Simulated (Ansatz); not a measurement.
Z-matrix (Å, degrees):
```
C
H 1 1.0894
C 1 1.4908 2 114.60
O 3 1.2052 1 122.29 2 0.01
H 3 1.1054 4 122.86 1 180.00
S 1 1.6114 2 123.00 3 -179.99
```
Charge +1, spin multiplicity 2.

All values below come from frozen-core CCSD(T)/cc-pVTZ // B3LYP-D3(BJ)/def2-TZVP (Ansatz, a quantum-chemistry and plane-wave program). The geometry is that of the parent before the electron was removed.

```
Property                       Result
----------------------  -------------
HF energy               -549.01121 Ha
MP2 correlation energy    -0.62799 Ha
```

### Question
Estimate the CCSD correlation energy, the (T) correction, the total energy and the T1 diagnostic.

### Answer

- CCSD correlation energy: -0.68638 Ha
- (T) correction: -0.03556 Ha
- CCSD(T) total energy: -549.73315 Ha
- T1 diagnostic: 0.059
